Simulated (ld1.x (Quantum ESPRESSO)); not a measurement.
# What one change does to a pseudopotential (Cd (Z = 48), TM)

ld1.x (Quantum ESPRESSO) 7.5 input, shortened:

```
&input
   title='Cd', zed=48., rel=1, dft='WC', iswitch=3,
   config='[Kr] 4d10 5s2 5p0'
 /
 &inputp
   pseudotype=2, tm=.true., lloc=2,
   nlcc=.true., rcore=1.20
 /
3
5S  1  0   2.00   0.00  2.55  2.55  0.0
4P  2  1   6.00   0.00  1.35  1.35  0.0
4D  3  2  10.00   0.00  1.25  1.25  0.0
 &test
   configts(1)='4p6 4d10 5s2 5p0'
 /
```

Change: wave 4d (bound): rc 1.25 bohr becomes 4d (bound): rc 1.72 bohr.

Cutoffs: the cutoffs (Ry, on a coarse ladder) from which the occupation-weighted sum of valence levels, in a spherical-Bessel basis at the reference potential, stays within 10 and 1 mRy of its value at 400 Ry; they do not see the model core or the augmentation charge, which bear on the density cutoff. Errors are all-electron minus pseudo energies relative to the spin-unpolarised reference configuration.

Question: How do hardness, ghosts and transferability respond?

Answer: The potential gets softer (90 Ry and 140 Ry → 80 Ry and 120 Ry); both files keep a bound ghost (s); of the 7 tests that both files solve, the error grows in 2 and shrinks in 3 by more than 15 % and 0.3 meV (median size 27.9 → 12.7 meV); the range in which the d phases agree narrows (upper end at the end of the scan → 1.6). A larger radius leaves more room for a smooth pseudo-wave, so fewer plane waves are needed.

| quantity | base | changed |
| --- | --- | --- |
| cutoff, loose | 90 Ry | 80 Ry |
| cutoff, tight | 140 Ry | 120 Ry |
| loose cutoff by channel (10 mRy a level) | s 8 Ry, p 35 Ry, d 70 Ry | s 6 Ry, p 35 Ry, d 55 Ry |
| bound ghosts | s | s |
| error for 4p6 4d10 5s1 5p0, meV [ΔE 9.31 eV] | -5.4 | -5.2 |
| error for 4p6 4d10 5s0 5p0, meV [ΔE 26.40 eV] | -38 | -35 |
| error for 4p6 4d9 5s0 5p0, meV [ΔE 64.43 eV] | -1.1 | -13 |
| error for 4p6 4d9 5s2 5p0, meV [ΔE 17.98 eV] | +7.0 | -1.9 |
| error for 4p6 4d10 5s0 5p1, meV [ΔE 15.20 eV] | +28 | -33 |
| error for 4p6 4d9 5s2 5p1, meV [ΔE 12.66 eV] | +51 | -4.9 |
| error for 4p6 4d10 5s0 5p2, meV [ΔE 9.83 eV] | +50 | -35 |
| s: phases at 2.75 bohr within 0.05 rad from the reference energy up to (Ry; the scan ends near 5) | 2.0 | 2.2 |
| p: phases at 2.75 bohr within 0.05 rad from the reference energy up to (Ry; the scan ends near 5) | 4.6 | 4.6 |
| d: phases at 2.75 bohr within 0.05 rad from the reference energy up to (Ry; the scan ends near 5) | to the end of the scan | 1.6 |

 A true bound ghost makes a file unfit for plane-wave use even where its test errors are small: the radial tests pick states by their node count and pass the ghost by.
